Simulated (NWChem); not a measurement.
Species: C₂H₄N₂OSi; SMILES O[Si@H]1C=NC=N1

```xyz
10

O      0.0775    -2.1099    -0.5054
Si     0.0267    -0.7429     0.4224
C      1.2798     0.6572     0.0489
N      0.6337     1.7306    -0.2214
C     -0.7998     1.4817    -0.1924
N     -1.3192     0.3535     0.0722
H     -0.0994    -2.0209    -1.4468
H      0.0498    -1.1966     1.8338
H      2.3776     0.7026     0.0728
H     -1.4028     2.3734    -0.4255
```
Atoms are numbered in this order, from 1.

Computed with NWChem. Pople sets run with spherical d functions. Coordinates come from a PBE0/def2-SVP optimisation. Total energies compare along this basis series because the functional is fixed.

```tsv
level	basis functions	energy (Ha)	highest occupied level (eV)	orbital gap (eV)	dipole (D)	relative time
Hartree-Fock/STO-3G	38	-544.0415	-8.43	14.06	1.51	1
Hartree-Fock/3-21G	66	-547.7687	-10.94	12.37	1.75	1
Hartree-Fock/6-31G*	96	-550.7585	-11.00	12.58	1.72	5
Hartree-Fock/6-31+G*	120	-550.7686	-11.18	12.14	1.71	9
Hartree-Fock/6-311G**	140	-550.8514	-11.09	12.46	1.69	10
Hartree-Fock/6-311++G**	168	-550.8580	-11.18	12.07	1.66	20
```

Relative times are rough (shared machine, one core).
